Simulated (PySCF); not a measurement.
F₂HOSb, SMILES [OH][Sb]([F])[F].

Geometry optimised at B3LYP-D3(BJ)/def2-SVP. The def2 effective core potentials stand for the cores of Sb; spin–orbit coupling is left out. One conformer was computed; it need not be the lowest.

Level of theory: IEF-PCM-M06-2X/def2-SVP (PySCF).

The values are the electrostatic part of the solvation free energy, E(continuum) − E(gas) at the gas-phase geometry, in a cavity of scaled van der Waals radii (PySCF's table); cavitation and dispersion terms are not included. A continuum can't describe solvent molecules that bind to the metal. In vacuum the orbital gap is 10.22 eV. The dipole moment in vacuum is 2.24 D.

```csv
solvent,ε,ΔG(elec) (kcal/mol),dipole (D),gap (eV)
water,78.36,-9.8,2.71,10.31
tetrahydrofuran,7.43,-8.1,2.62,10.30
chlorobenzene,5.70,?,?,?
```

### Question
What belongs in the gaps? (Estimate from the structure and the level; the computed values follow.)

### Answer

- chlorobenzene, ΔG(elec) (kcal/mol): -7.5
- chlorobenzene, dipole (D): 2.60
- chlorobenzene, gap (eV): 10.29
